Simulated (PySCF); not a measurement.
C3H7BFN, SMILES FB1CCCN1.

The structure is a stationary point at PBE-D3(BJ)/def2-SVP. This is a generated structure with no PubChem entry under its InChIKey; it may be hypothetical. Other conformers were not sampled.

The numbers are results of PySCF with PBE-D3(BJ)/def2-SVP, not measurements.

Frequencies are harmonic and unscaled.

Computed vibrational spectrum:
| mode | ν (cm⁻¹) | IR (km/mol) | moving atoms (share of kinetic energy) |
|---|---|---|---|
| 1 | 161 | 0.2 | H 36 %, C 32 %, F 18 %, N 11 % |
| 2 | 213 | 1.1 | H 43 %, N 27 %, C 23 % |
| 3 | 353 | 3.4 | F 41 %, C 20 %, N 15 %, H 14 %, B 11 % |
| 4 | 425 | 5.0 | H 56 %, B 31 % |
| 5 | 516 | 12.0 | F 35 %, C 29 %, H 21 %, B 11 % |
| 6 | 588 | 94.1 | H 65 %, B 16 %, N 11 % |
| 7 | 617 | 2.4 | H 38 %, C 32 %, N 17 %, F 10 % |
| 8 | 757 | 7.0 | H 33 %, C 30 %, N 20 %, B 12 % |
| 9 | 816 | 4.1 | C 43 %, H 35 %, N 14 % |
| 10 | 854 | 1.7 | H 56 %, C 33 % |
| 11 | 888 | 0.2 | C 59 %, H 37 % |
| 12 | 953 | 2.5 | H 65 %, C 27 % |
| 13 | 984 | 6.7 | H 60 %, C 30 % |
| 14 | 1058 | 12.5 | H 56 %, C 26 %, N 15 % |
| 15 | 1101 | 1.1 | H 44 %, C 40 % |
| 16 | 1129 | 2.0 | H 67 %, C 29 % |
| 17 | 1175 | 25.4 | H 66 %, B 18 %, C 9 % |
| 18 | 1199 | 0.7 | H 84 %, C 13 % |
| 19 | 1243 | 6.4 | H 72 %, B 11 %, C 10 % |
| 20 | 1265 | 26.8 | H 39 %, C 38 %, B 11 %, N 10 % |
| 21 | 1298 | 27.0 | H 60 %, C 31 %, B 8 % |
| 22 | 1333 | 127.1 | B 36 %, H 35 %, C 17 % |
| 23 | 1377 | 16.7 | H 89 %, C 9 % |
| 24 | 1415 | 16.1 | H 90 %, C 9 % |
| 25 | 1447 | 43.1 | H 83 %, C 10 % |
| 26 | 1507 | 257.7 | B 44 %, N 26 %, H 25 % |
| 27 | 2915 | 69.2 | H 94 % |
| 28 | 2965 | 18.0 | H 94 % |
| 29 | 2980 | 11.6 | H 93 % |
| 30 | 2992 | 53.8 | H 92 % |
| 31 | 3039 | 20.1 | H 91 %, C 9 % |
| 32 | 3049 | 18.8 | H 91 %, C 9 % |
| 33 | 3556 | 23.9 | H 93 % |
